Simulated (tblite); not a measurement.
C₅H₄BrO (doublet state).
Atom-mapped SMILES: `[H]/[C:1]=[CH:2]/[CH:3]=[C:4](\[Br:5])[CH:6]=[O:7]` (hydrogens: H8 on C1; H9 on C2; H10 on C3; H11 on C6)
Bond orders are those of one Lewis drawing.

Computed with GFN2-xTB (tblite), gas phase: L-BFGS steps from a force-field or distance-geometry start until the largest atomic force falls under 0.01 eV/Å.

At the end of the run (lengths in Å): C6=O7 1.204, C1=C2 1.304, C1–H8 1.064, C6–H11 1.105, C3=C4 1.347, C2–H9 1.100, C4–Br5 1.903, Br5–C4–C6 115.2°, C4–C6–O7 123.9°, C3–C4–Br5 122.0°, C1–C2–C3 124.4°, C1–C2–C3–C4 180°, C2–C3–C4–Br5 0°, C3–C4–C6–O7 0°.

**Question.** These geometries were met on the way; a selection of coordinates is given. Order them by energy above the end point, lowest first.
A. C6=O7 1.207, C1=C2 1.306, C1–H8 1.069, C6–H11 1.105, C3=C4 1.351, C2–H9 1.101, C4–Br5 1.908, Br5–C4–C6 116.8°, C4–C6–O7 123.2°, C3–C4–Br5 122.5°, C1–C2–C3 128.3°, C1–C2–C3–C4 180°, C2–C3–C4–Br5 -1°, C3–C4–C6–O7 0°
B. C6=O7 1.217, C1=C2 1.304, C1–H8 1.064, C6–H11 1.112, C3=C4 1.351, C2–H9 1.116, C4–Br5 1.910, Br5–C4–C6 122.7°, C4–C6–O7 120.3°, C3–C4–Br5 116.2°, C1–C2–C3 123.7°, C1–C2–C3–C4 180°, C2–C3–C4–Br5 2°, C3–C4–C6–O7 1°
C. C6=O7 1.207, C1=C2 1.303, C1–H8 1.068, C6–H11 1.096, C3=C4 1.344, C2–H9 1.089, C4–Br5 1.899, Br5–C4–C6 119.1°, C4–C6–O7 123.5°, C3–C4–Br5 120.9°, C1–C2–C3 128.8°, C1–C2–C3–C4 180°, C2–C3–C4–Br5 -1°, C3–C4–C6–O7 -1°
D. C6=O7 1.280, C1=C2 1.337, C1–H8 1.087, C6–H11 1.085, C3=C4 1.329, C2–H9 1.099, C4–Br5 1.916, Br5–C4–C6 121.0°, C4–C6–O7 117.3°, C3–C4–Br5 116.3°, C1–C2–C3 120.8°, C1–C2–C3–C4 180°, C2–C3–C4–Br5 2°, C3–C4–C6–O7 1°
E. C6=O7 1.197, C1=C2 1.300, C1–H8 1.062, C6–H11 1.097, C3=C4 1.340, C2–H9 1.094, C4–Br5 1.901, Br5–C4–C6 121.3°, C4–C6–O7 121.8°, C3–C4–Br5 118.6°, C1–C2–C3 126.5°, C1–C2–C3–C4 180°, C2–C3–C4–Br5 0°, C3–C4–C6–O7 0°

**Answer.** A (0.019 eV), C (0.050 eV), E (0.100 eV), B (0.183 eV), D (0.473 eV).

```
step  E above end (eV)  rms distance from the end, all atoms (Å)  largest force (eV/Å)  rms shift of all bonds from the end (Å)
   8             0.019                                     0.045                 0.247                                    0.003
   6             0.050                                     0.061                 0.469                                    0.007
   4             0.100                                     0.087                 0.705                                    0.006
   2             0.183                                     0.109                 0.882                                    0.008
   0             0.473                                     0.119                 4.449                                    0.030
```

Rows stand in the order of the answer.
